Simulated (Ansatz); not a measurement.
F3Y (SMILES [F][Y]([F])[F]) moved off its minimum; all values from Ansatz (a first-principles code), cores frozen in correlated methods. Elements past Kr take the def2 small-core potentials, without spin–orbit coupling.
(charge 0, multiplicity 1)
```xyz
4

Y     -0.08505     0.08588    -0.04825
F     -1.68475    -1.21530     0.02692
F     -0.03535     1.78676    -0.78866
F      1.80893    -0.83585     0.65046
```

Forces at r2SCAN/def2-TZVPP (eV/Å):

```
atom      Fx      Fy      Fz
----  ------  ------  ------
Y1     1.598  -5.364   2.487
F2     0.624   0.906  -0.179
F3    -0.096   3.258  -1.474
F4    -2.125   1.199  -0.834
```

Task: Give the forces (eV/Å), the total energy and the dipole at CCSD(T)/def2-TZVPPD.

Result: 
```csv
atom,Fx,Fy,Fz
Y1,1.671,-5.708,2.698
F2,0.213,0.572,-0.154
F3,-0.070,4.088,-1.829
F4,-1.814,1.049,-0.715
```
Energy -337.4473 hartree, dipole 2.89 D.
